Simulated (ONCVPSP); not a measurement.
# S: what ONCVPSP 4.0.1 does with a changed input

Command:

```bash
oncvpsp.x < S.dat > S.out
```

Input:

```
# ATOM AND REFERENCE CONFIGURATION
# atsym  z   nc   nv     iexc    psfile
  S 16.00    3    2  -001012      upf
#
#   n    l    f
    1    0    2.00
    2    0    2.00
    2    1    6.00
    3    0    2.00
    3    1    3.50
#
# PSEUDOPOTENTIAL AND OPTIMIZATION
# lmax
    1
#
#   l,   rc,      ep,       ncon, nbas, qcut
    0    1.25    0.00    7    7    6.20
    1    1.35    0.00    4    7    7.20
#
# LOCAL POTENTIAL
# lloc, lpopt,  rc(5),   dvloc0
    4    5    1.15    3.00
#
# VANDERBILT-KLEINMAN-BYLANDER PROJECTORs
# l, nproj, debl
    0    2    1.20
    1    2    1.90
#
# MODEL CORE CHARGE
# icmod, fcfact, rcfact
    3    5.00    1.45
#
# LOG DERIVATIVE ANALYSIS
# epsh1, epsh2, depsh
   -2.00    5.00    0.02
#
# OUTPUT GRID
# rlmax, drl
    6.00    0.01
#
# TEST CONFIGURATIONS
# ncnf
    4
# nvcnf
#   n    l    f
    2
    3    0    2.00
    3    1    4.00
#
    2
    3    0    2.00
    3    1    3.00
#
    2
    3    0    2.00
    3    1    2.00
#
    2
    3    0    0.00
    3    1    6.00
#
```

This is an input that runs to its end, with one change: ncon of l = 0 set to 7.

How does the run end?

The program refuses the input: "test_data: must have 3 <= ncon <= 5, l= 0".

```
ONCVPSP  (Optimized Norm-Conservinng Vanderbilt PSeudopotential)
scalar-relativistic version 4.0.1

test_data: must have 3 <= ncon <= 5, l=   0
test_data: must have ncon+3 <= nbas <= ncon+5, l=   0
 for nproj=2
ERROR: test_data found   2 ERROR; stopping
```
